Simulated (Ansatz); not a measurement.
Consider the formal exchange of groups at a B–Ge bond: `[BH2][GeH2][CH3]` + `FC1(F)C=C1` → `BC1(F)C=C1` + `[CH3][GeH2][F]`.

Isolated molecules relaxed with PBE0-D4/def2-TZVP in Ansatz; ΔE leaves out vibrations. CCSD(T)/CBS adds triple-zeta CCSD(T) − MP2 to the extrapolated MP2 energy (def2 sets, frozen cores). DFT in def2-TZVPP. HSE06 is defined as in plane-wave codes. For Ge outer-core shells are correlated without core-valence functions, which leaves a few kJ/mol of doubt a bond. Scalar relativity is left out up to krypton.

(1) Is it downhill or uphill in electronic energy at CCSD(T)/CBS, and by how much? (Estimate.)

(2) What do these levels give: revPBE-D4, BLYP-D4, r2SCAN-D4, B97M-V, HSE06-D4, CAM-B3LYP-D4, revPBE, BLYP, r2SCANh, RPA@PBE/def2-TZVPP, HF/def2-SVP, SCS-MP2/def2-TZVPP? (An estimate is asked.)

Largest T1 diagnostic among the species: 0.012.

Results:

(1) Ansatz gave: Downhill: ΔE = -35.7 kcal/mol.

(2) The calculation gave: revPBE-D4 -33.8, BLYP-D4 -36.6, r2SCAN-D4 -34.8, B97M-V -35.5, HSE06-D4 -32.8, CAM-B3LYP-D4 -35.8, revPBE -33.3, BLYP -36.3, r2SCANh -34.5, RPA@PBE/def2-TZVPP -33.9, HF/def2-SVP -32.5, SCS-MP2/def2-TZVPP -37.6 kcal/mol.

At CCSD(T), def2-SVP lies +3.1 kcal/mol from the extrapolated value and def2-TZVPP +1.0 kcal/mol. Leaving LDA and LC-ωPBE aside and taking each functional with its dispersion term where it has one, the values, not all of them listed here, spread over 4.1 kcal/mol, from B2PLYP to HSE06-D4. LDA lies +2.2 kcal/mol from PBE without D4.
